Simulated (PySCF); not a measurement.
Correlation energy of Zr (zirconium, neutral)

[Kr] 4d3 5s1, high-spin 5F determinant (an excited configuration). Computed with PySCF 2.14 in def2-TZVPPD with the def2 core potential (28 electrons) (6s4p3d2f1g, 56 functions), with a scalar-relativistic core potential. Frozen: 4s2 4p6; 4 electrons correlated.

```tsv
level	correlation energy (mhartree)
CCSD	-34.66
(T)	-0.78
CCSD(T)	-35.44
```

Diagnostics: T1 = 0.0098, D1 = 0.0196, largest double amplitude 0.034.

Q: Is a single reference adequate?

A: Yes, within this model without spin-orbit coupling: T1 lies below 0.03 and no double amplitude reaches 0.07.
